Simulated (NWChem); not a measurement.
System: C₂H₆F₂OSi; SMILES C[Si@@H](O)C(F)F

Parts of the log:

```
             Northwest Computational Chemistry Package (NWChem) 7.3.0
             --------------------------------------------------------

 C1  symmetry detected

                             Geometry "geometry" -> ""
                             -------------------------

 Output coordinates in angstroms (scale by  1.889725989 to convert to a.u.)

  No.       Tag          Charge          X              Y              Z
 ---- ---------------- ---------- -------------- -------------- --------------
    1 C                    6.0000    -1.40941565     1.71801649     0.22705848
    2 Si                  14.0000     0.04719586     0.69572402    -0.34383237
    3 O                    8.0000     1.43635652     1.45217468     0.18517308
    4 C                    6.0000    -0.03619644    -1.07145844     0.40074457
    5 F                    9.0000     1.08279119    -1.77427397    -0.01346138
    6 F                    9.0000    -1.14749917    -1.71511719    -0.10510396
    7 H                    1.0000    -2.35384151     1.24489437    -0.06496979
    8 H                    1.0000    -1.37936662     2.71979356    -0.21505297
    9 H                    1.0000    -1.40733755     1.83287082     1.31692364
   10 H                    1.0000     0.05251746     0.48276700    -1.81735601
   11 H                    1.0000     2.27253446     1.04468047    -0.08176267
   12 H                    1.0000    -0.08005605    -1.15736786     1.49475613

 Effective nuclear repulsion energy (a.u.)     322.5122059959

                                 NWChem DFT Module
                                 -----------------

 Summary of "ao basis" -> "ao basis" (spherical)
 ------------------------------------------------------------------------------
       Tag                 Description            Shells   Functions and Types
 ---------------- ------------------------------  ------  ---------------------
 C                         def2-svpd                 8       20   4s2p2d
 Si                        def2-svpd                10       24   5s3p2d
 O                         def2-svpd                 9       23   4s3p2d
 F                         def2-svpd                 9       23   4s3p2d
 H                         def2-svpd                 4        8   2s2p

            General Information
            -------------------
          SCF calculation type: DFT
          Wavefunction type:  closed shell.
          No. of atoms     :    12
          No. of electrons :    58
           Alpha electrons :    29
            Beta electrons :    29
          Charge           :     0
          Spin multiplicity:     1
          Use of symmetry is: off; symmetry adaption is: off
          Maximum number of iterations: 200
          AO basis - number of functions:   181
                     number of shells:    77
          Convergence on energy requested:  1.00D-06
          Convergence on density requested:  1.00D-05
          Convergence on gradient requested:  5.00D-04

              XC Information
              --------------
                      r^2SCAN Method XC Functional
               r^2SCAN metaGGA Exchange Functional  1.000
                     r^2SCAN Correlation Potential  1.000

             Grid Information
             ----------------
          Grid used for XC integration:  medium
          Radial quadrature: Mura-Knowles
          Angular quadrature: Lebedev.
          Tag              B.-S. Rad. Rad. Pts. Rad. Cut. Ang. Pts.
          ---              ---------- --------- --------- ---------
          C                   0.70       49          12.0       434
          Si                  1.10       88          10.0       590
          O                   0.60       49          12.0       434
          F                   0.50       49          13.0       434
          H                   0.35       45          13.0       434
          Grid pruning is: on
          Number of quadrature shells:   603
          Spatial weights used:  Erf1

      Non-variational initial energy
      ------------------------------

 Total energy =     322.512206
 1-e energy   =       0.000000
 2-e energy   =       0.000000
 HOMO         =     -18.067797
 LUMO         =     -17.462208

   convergence    iter        energy       DeltaE   RMS-Dens  Diis-err
 ---------------- ----- ----------------- --------- --------- ---------
 d= 0,ls=0.0,diis     1   -591.7385826038 -9.14D+02  2.34D+00  1.98D+02
 d= 0,ls=0.0,diis     2   -461.8793618086  1.30D+02  2.36D+00  4.37D+02
 d= 0,ls=0.0,diis     3   -616.5697914996 -1.55D+02  3.81D-01  7.41D+01
 d= 0,ls=0.0,diis     4   -545.8060060479  7.08D+01  1.97D-01  4.74D+02
 d= 0,ls=0.0,diis     5   -572.0891665713 -2.63D+01  5.29D-02  2.98D+02
 d= 0,ls=0.0,diis     6   -572.8032827202 -7.14D-01  3.93D-02  3.07D+02
 d= 0,ls=0.5,diis     7   -579.2158325350 -6.41D+00  2.02D-03  2.76D+02
 d= 0,ls=0.5,diis     8   -579.5964758662 -3.81D-01  1.79D-03  2.75D+02
 d= 0,ls=0.5,diis     9   -579.9191506449 -3.23D-01  2.24D-03  2.74D+02
 d= 0,ls=0.5,diis    10   -580.3885475000 -4.69D-01  1.60D-03  2.72D+02
 d= 0,ls=0.5,diis    11   -580.7130302885 -3.24D-01  1.20D-01  2.71D+02
 d= 0,ls=0.5,diis    12   -619.9156554200 -3.92D+01  7.36D-02  1.07D+02
 d= 0,ls=0.5,diis    13   -624.3595304619 -4.44D+00  1.28D-01  9.61D+01
 d= 0,ls=0.5,diis    14   -616.8482593867  7.51D+00  1.01D-01  8.62D+01
 d= 0,ls=0.5,diis    15   -641.8533862305 -2.50D+01  2.25D-02  1.27D+01
 d= 0,ls=0.5,diis    16   -643.0502634240 -1.20D+00  1.99D-02  3.64D+00
 d= 0,ls=0.5,diis    17   -643.5816084686 -5.31D-01  7.73D-03  8.92D-01
 d= 0,ls=0.5,diis    18   -643.7074397511 -1.26D-01  3.89D-03  1.24D-01
  Resetting Diis
 d= 0,ls=0.5,diis    19   -643.7344842247 -2.70D-02  1.96D-03  1.86D-02
 d= 0,ls=0.5,diis    20   -643.7403422312 -5.86D-03  1.07D-03  4.52D-03
 d= 0,ls=0.5,diis    21   -643.7419606543 -1.62D-03  5.83D-04  1.87D-03
 d= 0,ls=0.5,diis    22   -643.7424796314 -5.19D-04  3.20D-04  4.18D-04
 d= 0,ls=0.5,diis    23   -643.7426284090 -1.49D-04  1.81D-04  1.64D-04
 d= 0,ls=0.5,diis    24   -643.7426849867 -5.66D-05  1.06D-04  6.11D-05
 d= 0,ls=0.5,diis    25   -643.7427061549 -2.12D-05  6.10D-05  2.26D-05
 d= 0,ls=0.5,diis    26   -643.7427141513 -8.00D-06  3.63D-05  7.39D-06
 d= 0,ls=0.5,diis    27   -643.7427170873 -2.94D-06  2.20D-05  2.55D-06
 d= 0,ls=0.5,diis    28   -643.7427181790 -1.09D-06  1.32D-05  1.02D-06
 d= 0,ls=0.5,diis    29   -643.7427186084 -4.29D-07  8.09D-06  4.29D-07

         Total DFT energy =     -643.742718782468
      One electron energy =    -1531.098590934923
           Coulomb energy =      628.142605320427
    Exchange-Corr. energy =      -63.298939163861
 Nuclear repulsion energy =      322.512205995889

 Numeric. integr. density =       57.999992092722

                       DFT Final Molecular Orbital Analysis
                       ------------------------------------

 Vector   27  Occ=2.000000D+00  E=-3.271630D-01
              MO Center=  5.7D-01,  8.6D-01,  1.0D-01, r^2= 3.5D+00
   Bfn.  Coefficient  Atom+Function         Bfn.  Coefficient  Atom+Function
  ----- ------------  ---------------      ----- ------------  ---------------
    51     -0.318940   3 O  pz               50      0.316822   3 O  py
    54     -0.230622   3 O  pz               53      0.220783   3 O  py
   117      0.160696   6 F  pz              174      0.153031  12 H  s
     5     -0.149397   1 C  px               31     -0.142646   2 Si pz
    94      0.137347   5 F  pz               23     -0.126238   2 Si s

 Vector   28  Occ=2.000000D+00  E=-2.990743D-01
              MO Center=  1.3D-01,  1.0D+00, -3.3D-01, r^2= 3.4D+00
   Bfn.  Coefficient  Atom+Function         Bfn.  Coefficient  Atom+Function
  ----- ------------  ---------------      ----- ------------  ---------------
    51      0.360982   3 O  pz              158      0.273836  10 H  s
    54      0.249430   3 O  pz                5     -0.207954   1 C  px
    34     -0.184274   2 Si pz                6      0.161513   1 C  py
    30     -0.149607   2 Si py               31     -0.143704   2 Si pz
     8     -0.135768   1 C  px               48      0.129556   3 O  s

 Vector   29  Occ=2.000000D+00  E=-2.639861D-01
              MO Center=  1.5D-01, -3.9D-01,  5.8D-02, r^2= 3.4D+00
   Bfn.  Coefficient  Atom+Function         Bfn.  Coefficient  Atom+Function
  ----- ------------  ---------------      ----- ------------  ---------------
    73      0.288804   4 C  py              116      0.222471   6 F  py
    74     -0.210680   4 C  pz               93      0.210939   5 F  py
    50      0.205036   3 O  py              174     -0.195810  12 H  s
    30     -0.178830   2 Si py               51     -0.176965   3 O  pz
    94     -0.174823   5 F  pz              117     -0.168168   6 F  pz

 Vector   30  Occ=0.000000D+00  E=-1.037835D-02
              MO Center=  8.7D-01,  4.2D-01, -2.2D-01, r^2= 5.5D+00
   Bfn.  Coefficient  Atom+Function         Bfn.  Coefficient  Atom+Function
  ----- ------------  ---------------      ----- ------------  ---------------
    25      1.300857   2 Si s                71     -0.504461   4 C  s
    55      0.483820   3 O  px                4     -0.470743   1 C  s
    34      0.470856   2 Si pz               32      0.468098   2 Si px
   135      0.461513   7 H  s                91     -0.332871   5 F  s
   167     -0.300766  11 H  s               159      0.279375  10 H  s

 Vector   31  Occ=0.000000D+00  E= 1.613389D-02
              MO Center= -2.5D-01,  5.2D-01, -2.0D-01, r^2= 7.2D+00
   Bfn.  Coefficient  Atom+Function         Bfn.  Coefficient  Atom+Function
  ----- ------------  ---------------      ----- ------------  ---------------
    71      1.782242   4 C  s                25     -1.562050   2 Si s
     4     -1.166248   1 C  s                48      0.958592   3 O  s
    91     -0.875900   5 F  s                24      0.858964   2 Si s
    34     -0.582873   2 Si pz              143      0.515600   8 H  s
   159     -0.504534  10 H  s                 3     -0.382031   1 C  s

 Vector   32  Occ=0.000000D+00  E= 2.714437D-02
              MO Center= -1.8D-01, -2.0D-01,  3.0D-01, r^2= 9.5D+00
   Bfn.  Coefficient  Atom+Function         Bfn.  Coefficient  Atom+Function
  ----- ------------  ---------------      ----- ------------  ---------------
    25      2.506981   2 Si s                71      2.018574   4 C  s
    48     -1.558052   3 O  s               114     -1.343534   6 F  s
    24     -1.181674   2 Si s                91     -0.766855   5 F  s
    34      0.759891   2 Si pz              151     -0.754331   9 H  s
    55      0.617197   3 O  px                4      0.612878   1 C  s

------------------------------------------------------------
EAF file 0: "./job.aoints.0" size=987234304 bytes
------------------------------------------------------------
               write      read    awrite     aread      wait
               -----      ----    ------     -----      ----
     calls:     1883        29         0     54578     54578
   data(b): 9.87e+08  1.52e+07  0.00e+00  2.86e+10
   time(s): 0.00e+00  0.00e+00  0.00e+00  0.00e+00  0.00e+00
rate(mb/s): 0.00e+00  0.00e+00
------------------------------------------------------------

     Multipole analysis of the density
     ---------------------------------

     L   x y z        total         alpha         beta         nuclear
     -   - - -        -----         -----         ----         -------
     0   0 0 0     -0.000000    -29.000000    -29.000000     58.000000

     1   1 0 0      0.005867      0.002934      0.002934     -0.000000
     1   0 1 0      0.536395      0.268197      0.268197     -0.000000
     1   0 0 1      0.223734      0.111867      0.111867     -0.000000

     2   2 0 0    -29.852163   -131.812090   -131.812090    233.772018
     2   1 1 0     -1.432044      5.526551      5.526551    -12.485146
     2   1 0 1     -1.122184      1.147606      1.147606     -3.417397
     2   0 2 0    -35.549349   -228.506772   -228.506772    421.464195
     2   0 1 1     -1.812524      0.059586      0.059586     -1.931696
     2   0 0 2    -30.911619    -34.439384    -34.439384     37.967149

            General Information
            -------------------
          SCF calculation type: DFT
          Wavefunction type:  closed shell.
          No. of atoms     :    12
          No. of electrons :    58
           Alpha electrons :    29
            Beta electrons :    29
          Charge           :     0
          Spin multiplicity:     1
          Use of symmetry is: off; symmetry adaption is: off
          Maximum number of iterations: 200
          AO basis - number of functions:   181
                     number of shells:    77
          Convergence on energy requested:  1.00D-06
          Convergence on density requested:  1.00D-05
          Convergence on gradient requested:  5.00D-04

              XC Information
              --------------
                      r^2SCAN Method XC Functional
               r^2SCAN metaGGA Exchange Functional  1.000
                     r^2SCAN Correlation Potential  1.000

             Grid Information
             ----------------
          Grid used for XC integration:  medium
          Radial quadrature: Mura-Knowles
          Angular quadrature: Lebedev.
          Tag              B.-S. Rad. Rad. Pts. Rad. Cut. Ang. Pts.
          ---              ---------- --------- --------- ---------
          C                   0.70       49          12.0       434
          Si                  1.10       88          10.0       590
          O                   0.60       49          12.0       434
          F                   0.50       49          13.0       434
          H                   0.35       45          13.0       434
          Grid pruning is: on
          Number of quadrature shells:   603
          Spatial weights used:  Erf1

          Convergence Information
          -----------------------
          Convergence aids based upon iterative change in
          total energy or number of iterations.
          Levelshifting, if invoked, occurs when the
          HOMO/LUMO gap drops below (HL_TOL):  1.00D-02
          DIIS, if invoked, will attempt to extrapolate
          using up to (NFOCK): 10 stored Fock matrices.

                    Damping( 0%)  Levelshifting(0.5)       DIIS
                  --------------- ------------------- ---------------
          dE  on:    start            ASAP                start
          dE off:    2 iters        200 iters           200 iters

                            NWChem DFT Gradient Module
                            --------------------------

  charge          =   0.00
  wavefunction    = closed shell

                         DFT ENERGY GRADIENTS

    atom               coordinates                        gradient
                 x          y          z           x          y          z
   1 C      -2.663409   3.246580   0.429078   -0.004995   0.004040   0.001299
   2 Si      0.089187   1.314728  -0.649749    0.008535  -0.003724  -0.000076
   3 O       2.714320   2.744212   0.349926   -0.007371   0.002046   0.000624
   4 C      -0.068401  -2.024763   0.757297   -0.000715  -0.002678   0.003546
   5 F       2.046179  -3.352892  -0.025438    0.001232   0.001532  -0.000454
   6 F      -2.168459  -3.241102  -0.198618   -0.001027   0.001565  -0.000312
   7 H      -4.448115   2.352509  -0.122775    0.002276   0.001432   0.000958
   8 H      -2.606625   5.139665  -0.406391   -0.000403  -0.002590   0.001485
   9 H      -2.659482   3.463624   2.488625   -0.000179  -0.000257  -0.003053
  10 H       0.099244   0.912297  -3.434305   -0.000492   0.000206   0.001411
  11 H       4.294467   1.974160  -0.154509    0.002984  -0.002831  -0.001845
  12 H      -0.151284  -2.187108   2.824680    0.000156   0.001260  -0.003582
```

Level: r2SCAN/def2-SVPD. All runs use the structure optimised with B3LYP/6-31G* (spherical d).

Which NWChem input produces such a log?

Several could match; the one computed here: the input that was run:
```
start job
memory heap 200 mb stack 900 mb global 1100 mb
geometry units angstroms noautoz
  C     -1.332301     1.794396     0.331366
  Si     0.052786     0.712100    -0.303366
  O      1.493521     1.383522     0.201913
  C     -0.101994    -1.065336     0.404481
  F      0.967018    -1.814947    -0.056980
  F     -1.258840    -1.638984    -0.083175
  H     -2.307782     1.377438     0.056324
  H     -1.262306     2.803339    -0.089416
  H     -1.294199     1.883539     1.422972
  H      0.006384     0.533579    -1.780738
  H      2.299659     0.939878    -0.097789
  H     -0.120094    -1.174369     1.497161
end
basis spherical
  C library def2-svpd
  Si library def2-svpd
  O library def2-svpd
  F library def2-svpd
  H library def2-svpd
end
dft
  xc r2scan
  iterations 200
  semidirect filesize 400000000
  vectors input hcore
end
task dft gradient
```
